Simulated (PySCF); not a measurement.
# Excitation energy of Ga²⁺ by level of theory

Ga²⁺ [Ar] 3d10 4s1 (2S) → Ga²⁺ [Ar] 3d9 4s1 4p1 (high-spin determinant), as a difference of total energies. Computed with PySCF 2.14 in aug-cc-pVTZ-DK, with the spin-free X2C one-electron Hamiltonian (Gaussian nucleus). The calculations carry no spin-orbit coupling.

| method | excitation energy (eV) |
| --- | --- |
| UHF | 22.024 |
| LDA | 25.026 |
| PBE | 24.507 |
| PBE0 | 24.123 |
| r2SCAN | 24.033 |
| CAM-B3LYP | 24.265 |
| B3LYP | 24.332 |
| TPSS | 24.204 |
| revPBE | 24.427 |

A first-order spin-orbit estimate (lowest level to lowest level, LS coupling) adds -0.098 eV.

The determinant of the upper state mixes LS terms, which raises its energy above the lowest term, most at the Hartree-Fock and MP2 levels.
